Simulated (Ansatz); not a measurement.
## BH2Br (SMILES [H]B([H])Br): methods side by side

BH2Br: 4 atoms, total charge 0, spin state singlet. SMILES: `[H]B([H])Br`. Geometry: relaxed at GFN2-xTB.

```xyz
4

B     0.0910    0.1509   -0.0004
H     1.2598    0.1091    0.0153
H    -0.4901    1.1658   -0.0191
Br   -0.8607   -1.4257    0.0043
```

Quantity: the energy change with the B1–H2 bond stretched from 1.170 to 1.462 Å, in eV. The values are calculated.

```json
{"level": "HF/STO-3G (restricted)", "kind": "Hartree–Fock", "program": "Ansatz", "value (eV)": "1.11", "less FCI/STO-3G": "+0.31", "CPU time (all runs)": "0.29 s"}
{"level": "BLYP/STO-3G (restricted)", "kind": "GGA", "program": "Ansatz", "value (eV)": "0.79", "less FCI/STO-3G": "-0.01", "CPU time (all runs)": "2.1 s"}
{"level": "PBE0/STO-3G (restricted)", "kind": "global hybrid", "program": "Ansatz", "value (eV)": "0.91", "less FCI/STO-3G": "+0.11", "CPU time (all runs)": "2.1 s"}
{"level": "CAM-B3LYP/STO-3G (restricted)", "kind": "range-separated hybrid", "program": "Ansatz", "value (eV)": "0.93", "less FCI/STO-3G": "+0.13", "CPU time (all runs)": "2.5 s"}
{"level": "MP2/STO-3G (restricted)", "kind": "perturbation theory", "program": "Ansatz", "value (eV)": "0.92", "less FCI/STO-3G": "+0.12", "CPU time (all runs)": "0.32 s"}
{"level": "CCSD/STO-3G (restricted)", "kind": "coupled cluster or CI", "program": "Ansatz", "value (eV)": "0.80", "less FCI/STO-3G": "0.00", "CPU time (all runs)": "0.45 s"}
{"level": "CCSDTQ/STO-3G (restricted)", "kind": "coupled cluster or CI", "program": "Ansatz", "value (eV)": "0.80", "less FCI/STO-3G": "0.00", "CPU time (all runs)": "27 s"}
{"level": "FCI/STO-3G", "kind": "exact in the basis", "program": "Ansatz", "value (eV)": "0.80", "less FCI/STO-3G": "0.00", "CPU time (all runs)": "11 s"}
```

FCI/STO-3G is exact within its basis and frozen core, so for wave-function methods in that basis the difference is their error; functionals converge differently with the basis, so for them it is only a difference. All-electron rows without a relativistic Hamiltonian named are non-relativistic. The first shape isn't each level's own minimum. The values span 0.79 to 1.11 eV. All rows use very small basis sets, so even the best lies far from the true value. In the correlated wave-function rows the outer d shell of Br is correlated, in sets not made for it. CPU times are rough (shared hosts, several kinds of processor): they show what a rung costs within a factor of a few.
